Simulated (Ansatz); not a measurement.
H6O4SSi2, SMILES `O[SiH2]S[Si](O)(O)O`. The species carries charge 0 and has multiplicity 1.

```xyz
13

O     0.959    1.535   -0.736
Si    1.910    0.643    0.275
S     0.902   -1.142    0.892
Si   -1.036   -0.610    0.155
O    -2.065   -1.794    0.572
O    -0.989   -0.520   -1.485
O    -1.563    0.818    0.713
H     0.542    1.059   -1.466
H     3.181    0.224   -0.366
H     2.178    1.530    1.428
H    -2.184   -1.988    1.502
H    -0.801   -1.339   -1.948
H    -1.034    1.583    0.464
```

(1) Give the diagnostics of a CCSD(T)/def2-TZVPP run (frozen core, the Gaussian-basis code of Ansatz). (Estimate.)

Results:

(1) Computed: T1 = 0.0120, largest single amplitude 0.014, largest double 0.017, (T) share of the correlation energy 3.7 %, 9 CCSD cycles. The RHF solution is stable towards an unrestricted one. T1 lies under the customary mark of 0.02 for closed shells.
